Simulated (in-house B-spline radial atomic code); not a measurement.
The scandium ion Sc²⁺ is squeezed into an impenetrable sphere of radius R (the orbitals vanish at R). No spin polarisation. Caution: exact exchange at fractional occupations of open shells leaves self-interaction of up to several eV. All numbers are computed (non-relativistic B3LYP, spherical fractional occupations; point nucleus) with a B-spline radial code for spherical atoms, not measured.

Energies in eV above the free ion in [Ar] 3d1:

```csv
R (bohr),highest level (eV),[Ar] 3d1,[Ne] 3s2 3p5 3d2,-dE/dV in [Ar] 3d1 (GPa)
7.92,-17.1,0.0008167,33.99,0.00202
6.99,-17.1,0.004264,34,0.0131
4.9,-16.8,0.1447,34.2,0.858
4.19,-16.2,0.4815,34.71,4.15
3.88,-15.7,0.8442,35.25,9.03
3.07,-12.5,4.593,40.1,98.1
2.5,-5.25,19.22,56.64,705
2.32,-0.812,31.28,69.6,1370
1.79,26.9,142.3,183.5,11400
1.56,52.8,285.9,326.6,31600
```

Task: Does [Ne] 3s2 3p5 3d2 fall below [Ar] 3d1 under compression?

Result: No, it stays above over the whole range.

The highest level is first positive in the row R = 1.79 bohr, pushed up by confinement above the zero of the free ion's potential. Each configuration is held fixed and needn't be the lowest in the sphere.
